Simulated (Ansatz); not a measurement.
Geometry optimisation, RKS PBE0/def2-SVP in Ansatz.

Input file:

```yaml
crystal:
  periodic: [false, false, false]
  atoms:
    - { symbol: Ta, position_ang: [0.0, 0.0, 0.0] }
    - { symbol: Cl, position_ang: [2.82, 0.0, 0.0] }
    - { symbol: Cl, position_ang: [0.0, 0.0, 2.47] }
    - { symbol: Cl, position_ang: [0.0, 0.0, -2.47] }
    - { symbol: Cl, position_ang: [-1.235, 2.139, 0.0] }
    - { symbol: Cl, position_ang: [-1.235, -2.139, 0.0] }
    - { symbol: H, position_ang: [0.6622, -1.6867, 1.0613] }
    - { symbol: H, position_ang: [1.6841, -1.4058, 0.8845] }
basis:
  gaussian: { orbitals: def2-SVP }
hamiltonian:
  xc: pbe0
relax:
  f_tol: 0.15
  max_steps: 25
  restrain:
    - { distance: [0, 6], at: 1.8, k: 30.0 }
    - { distance: [7, 1], at: 1.37, k: 30.0 }
    - { distance: [0, 1], at: 3.67, k: 30.0 }
    - { distance: [7, 6], at: 1.86, k: 30.0 }
```

Command:

```bash
$ ansatz run input.yaml --threads 4 --pin off --max-ram 5120MiB --backend cpu --events-out ev --progress --plain --runs-dir out
```

Where does it end, and by what steps?

The forces met the threshold. The restraints hold the end off the free minimum; the threshold counts their pulls, which the force column leaves out. Restrained pairs: Ta1–H7 (2.10 → 1.78 Å), Cl2–H8 (2.01 → 1.33 Å), Ta1–Cl2 (2.82 → 3.67 Å), H7–H8 (1.07 → 1.86 Å). After 12 steps the energy has fallen by 2.439 eV (the restraints' own energy left out); Cl6 moved furthest, 1.45 Å.

| step | energy less start (eV) | largest force component (eV/Å) | accepted |
| --- | --- | --- | --- |
| 0 | 0.0000 | 3.215 | yes |
| 1 | 0.7405 | 2.569 | yes |
| 2 | 0.7701 | 2.404 | yes |
| 3 | 0.0887 | 2.184 | yes |
| 4 | -0.9268 | 1.254 | yes |
| 5 | -1.4135 | 1.094 | yes |
| 6 | -1.7891 | 1.142 | yes |
| 7 | -2.0365 | 1.138 | yes |
| 8 | -2.2128 | 1.111 | yes |
| 9 | -2.3350 | 1.106 | yes |
| 10 | -2.4074 | 1.137 | yes |
| 11 | -2.4345 | 1.145 | yes |
| 12 | -2.4391 | 1.070 | yes |

```xyz
8
Properties=species:S:1:pos:R:3
Ta -0.520 -0.439 0.161
Cl 2.997 0.571 0.436
Cl -0.327 -0.517 2.460
Cl 0.073 -0.871 -2.031
Cl -0.522 1.834 -0.021
Cl -2.529 -1.498 0.060
H 0.919 -1.472 0.366
H 2.606 -0.701 0.515
```

Time of the run: 56 s on 4 threads of Arm Neoverse V1, with other jobs on the host, peak memory 0.37 GiB.
